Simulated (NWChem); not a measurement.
**Lowest excitation of sulfur difluoride (F$_{2}$S)**

```xyz
3

F      1.2275     0.0000    -0.4916
S      0.0000     0.0000     0.5530
F     -1.2275     0.0000    -0.4916
```
Charge 0, spin multiplicity 1.

Everything below was run with NWChem. All single points use one geometry, from PBE0/def2-SVP, a minimum by its harmonic frequencies.

Basis set: def2-SVPD.

The correlated methods keep 7 core orbitals frozen. B3LYP has NWChem's definition, with VWN1-RPA local correlation. Coupled-cluster values serve here as a point of comparison, not as the truth.

**Question.** One of these methods gave a lowest vertical singlet excitation energy of 3.25 eV. Which?
(A) CIS
(B) TD-B3LYP
(C) TD-PBE
(D) EOM-CCSD

**Answer.** C, TD-PBE. The others give 3.97 (CIS), 3.42 (TD-B3LYP), 3.73 (EOM-CCSD).
